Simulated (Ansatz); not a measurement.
Reaction (SMILES): ClC(Br)(Br)Br [tribromo(chloro)methane] + 4 [H][H] (H2) -> 3 Br (HBr) + C (CH4) + Cl (HCl)
Each molecule is optimised on its own at B3LYP-D3(BJ)/def2-TZVP (Ansatz, a first-principles code).
Geometry of the first species:
```xyz
5

Cl    -1.0768     0.2920     1.7453
C     -0.1586     0.0430     0.2570
Br    -1.2041    -1.0509    -0.9858
Br     0.2307     1.7733    -0.5731
Br     1.5236    -0.8716     0.6672
```

Property: energy of full hydrogenation (electronic energy difference), in kcal/mol. Valence correlation only, unless marked. Spin-orbit coupling is left out. Frozen are the shells of the preceding noble gas and the d and f shells that filled before the atom's block. Non-relativistic. Basis-set limits of correlation are two-point, X^-3; Hartree-Fock from the larger set.

CCSD(T)/CBS(def2-TZVPPD,def2-QZVPPD) (Ansatz) gives -94.7 kcal/mol.

Another calculation gave -92.0 kcal/mol. Which level was it?
(A) wB97X/def2-TZVPD (Ansatz)
(B) r2SCAN/def2-TZVPD (Ansatz)
(C) BHLYP/def2-TZVPD (Ansatz)
(D) PBE-QIDH/def2-TZVPD (Ansatz)

B, r2SCAN/def2-TZVPD (Ansatz). The others give -102.2 (wB97X), -110.0 (BHLYP), -95.9 (PBE-QIDH) kcal/mol.
